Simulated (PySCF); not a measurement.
# Te (tellurium, neutral) across methods

[Kr] 4d10 5s1 5p4 5d1, one real determinant (an excited configuration). Computed with PySCF 2.14 in aug-cc-pVDZ-PP with ECP28MDF (5s4p3d, 32 functions), with scalar relativity through the core potential.

```csv
method,E (hartree),mean ε 5p α (eV),mean ε 5p β (eV),mean ε 5d α (eV),Σ⟨r²⟩ (bohr²),⟨S²⟩
TPSS,-267.2597,-8.791,-6.694,0.806,66.51,6.003
r2SCAN,-267.4687,-9.220,-6.787,0.794,66.43,6.007
UHF,-266.41699,-13.346,-8.287,-1.457,67.43,6.018
M06,-267.4085,-9.607,-7.434,0.315,66.31,6.003
PBE0,-267.3748,-10.001,-7.439,0.135,66.44,6.003
r2SCAN0,-267.4448,-10.390,-7.482,0.173,66.45,6.008
r2SCANh,-267.4591,-9.688,-7.066,0.546,66.44,6.007
LDA,-266.9468,-8.775,-6.887,0.884,66.54,6.002
PBE,-267.3523,-8.673,-6.714,0.790,66.50,6.002
```

⟨L²⟩ = 8.01 against 12 for a pure F term, so this real determinant mixes terms. Energies and moments cover only the electrons outside the core potential. The outer electron is Rydberg-like, and this basis confines it to a smaller radius and binds it less than a complete one would.

The highest occupied level is positive at TPSS, r2SCAN, M06, PBE0, r2SCAN0, r2SCANh, LDA, PBE: only the finite basis holds that electron, which in a density functional comes from self-interaction.
